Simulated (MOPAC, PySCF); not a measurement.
Precursor series Zn OH-Br. All species are isolated molecules in the gas phase. One relaxed conformer stands for each flexible species; it need not be the lowest.

Quantity: redistribution energy (mixed species minus the weighted end members), in kcal/mol. Semi-empirical values (MOPAC) are differences of heats of formation.

Level 1: TPSSh-D3(BJ)/def2-TZVP // BP86-D3(BJ)/def2-SVP (PySCF)
Level 2: PBE/6-31G* (LANL2DZ on Zn) // BP86-D3(BJ)/def2-SVP (PySCF)
Level 3: SVWN5/6-31G* (LANL2DZ on Zn) // BP86-D3(BJ)/def2-SVP (PySCF)
Level 4: PM7 // BP86-D3(BJ)/def2-SVP (MOPAC)

```
species                                 level 1  level 2  level 3  level 4
--------------------------------------  -------  -------  -------  -------
1 of 2 OH replaced by Br: [Zn(OH)(Br)]     0.15    -1.01    -0.91    -8.13
```
